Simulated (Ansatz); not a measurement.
One change: `[OH][Hf]([F])([F])[Br]` becomes `[F][Hf]([F])([Cl])[Br]`.

Ansatz, PBE0-D4/def2-TZVP geometries, multiplicity 1. Each molecule was computed in one conformer, which needn't be the lowest.

Elements past krypton have def2 core potentials. Scalar relativity is left out up to krypton.

```tsv
property	`[OH][Hf]([F])([F])[Br]`
LUMO energy (PBE0/def2-TZVPP) / eV	-0.73
LUMO energy (ωB97M-V/def2-TZVPP) / eV	0.65
HOMO–LUMO gap (B3LYP/def2-TZVPP) / eV	7.57
HOMO–LUMO gap (ωB97M-V/def2-TZVPP) / eV	11.67
LUMO energy (B3LYP/def2-TZVPP) / eV	-0.97
ideal-gas entropy at 298 K and 1 bar (rigid rotor, harmonic PBE0-D4/def2-TZVP) / J/(mol·K)	388
```

Task: Give the same properties after the change, and the shifts. (Estimate.)

Result: Ansatz gave: 
```tsv
property	`[F][Hf]([F])([Cl])[Br]`	shift
LUMO energy (PBE0/def2-TZVPP) / eV	-1.74	-1.01
LUMO energy (ωB97M-V/def2-TZVPP) / eV	0.36	-0.29
HOMO–LUMO gap (B3LYP/def2-TZVPP) / eV	7.03	-0.54
HOMO–LUMO gap (ωB97M-V/def2-TZVPP) / eV	11.79	0.12
LUMO energy (B3LYP/def2-TZVPP) / eV	-1.95	-0.98
ideal-gas entropy at 298 K and 1 bar (rigid rotor, harmonic PBE0-D4/def2-TZVP) / J/(mol·K)	384	-4
```

With PBE0 the HOMO falls by 0.43 eV and the LUMO falls by 1.01 eV, so the gap narrows by about 0.58 eV. PBE moves the HOMO by -0.44 eV and ωB97M-V by -0.40 eV. The zero-point energy changes by -29.2 kJ/mol with -3 modes.

B3LYP here is the variant with VWN-RPA as its local correlation; programs differ in this.

Spin–orbit coupling is left out; it splits and shifts lone-pair levels of the heavy atoms by tenths of an eV.
